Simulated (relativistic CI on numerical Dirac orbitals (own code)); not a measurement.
## Cr+ in a cubic cluster: 3p photoemission with charge transfer

Computed with a charge-transfer multiplet model of a cubic metal-ligand cluster with up to one ligand hole, Slater and spin-orbit integrals from Dirac-Coulomb-Breit ions, Slater integrals scaled by 0.8. The ground state mixes d5 with configurations of k ligand holes L, whose averages lie at kΔ + k(k − 1)U_dd/2; a core hole lowers each added d electron by U_cd. 300 K, Lorentzian 0.9 eV and Gaussian 0.8 eV FWHM.

Atomic integrals in eV (Slater integrals scaled, ζ unscaled), ground: F2dd 6.636, F4dd 4.082, zeta_d 0.022; with the core hole: F2dd 7.795, F4dd 4.847, zeta_d 0.028, zeta_core 0.660, F2cd 8.726, G1cd 10.871, G3cd 6.554.

Cluster parameters (eV): U_dd = 5.3, U_cd = 6.3, 10Dq = 0.25, 10Dq(ligand) = 0.5, V(eg) = 2.5, V(t2g) = -1.07, final-state hopping factor = 1.

```
      Case   n_d    d5   d6L     S
Δ = 6.8 eV  5.14  0.86  0.14  2.50
Δ = 7.8 eV  5.12  0.88  0.12  2.50
Δ = 9.8 eV  5.09  0.91  0.09  2.50
```

Weights, n_d and S are thermal averages at 300 K. Binding energies count from the first peak over 30 % of the highest in each spectrum, which can be another peak from case to case. The parameters are a model scan and need not match a compound or its usual spin state. Peaks in eV (height, largest 100):
- Δ = 6.8 eV: 0.0 (100), 2.0 (29), 7.4 (8), 10.5 (7), 16.2 (37), 24.0 (6)
- Δ = 7.8 eV: 0.0 (100), 2.1 (29), 7.9 (6), 11.0 (7), 16.4 (38)
- Δ = 9.8 eV: 0.0 (100), 2.3 (29), 12.3 (8), 16.7 (39)

Curve for Δ = 6.8 eV (points under 2 left out, the grid thinned):

(E (eV), Intensity): (-4.2, 2.0), (-3.6, 2.8), (-3.0, 4.0), (-2.4, 6.3), (-1.8, 11.7), (-1.2, 28.4), (-0.6, 71.8), (0.0, 100.0), (0.6, 67.3), (1.2, 33.1), (1.8, 28.6), (2.4, 26.1), (3.0, 14.7), (3.6, 7.6), (4.2, 5.6), (4.8, 4.8), (5.4, 4.4), (6.0, 4.0), (6.6, 4.8), (7.2, 7.3), (7.8, 6.7), (8.4, 4.0), (9.0, 3.4), (9.5, 4.2), (10.1, 6.5), (10.7, 7.1), (11.3, 4.3), (11.9, 2.7), (12.5, 2.3), (13.1, 2.3), (13.7, 2.9), (14.3, 4.5), (14.9, 8.9), (15.5, 20.5), (16.1, 35.8), (16.7, 29.1), (17.3, 13.6), (17.9, 6.9), (18.5, 6.0), (19.1, 4.8), (19.7, 2.6), (23.2, 2.8), (23.8, 5.4), (24.4, 4.7), (25.0, 2.0)

For the case Δ = 7.8 eV, Δ = 7.8 eV is larger than U_dd = 5.3 eV, the Mott-Hubbard side of the Zaanen-Sawatzky-Allen scheme. With the core hole the configuration with one ligand hole lies at Δ − U_cd = 0.5, 1.5, 3.5 eV from the one without, in the order of the table; where this is negative the screened configuration lies lower, though the effective hopping of about 3.9 eV (from the holes of the mixed ground state) mixes the two strongly wherever it is as large as the gap.

With at most 1 ligand hole the space is cut while the next configuration still counts, so covalency is underestimated, and a final configuration with one more ligand hole, which can lie low, is missing from the spectra.
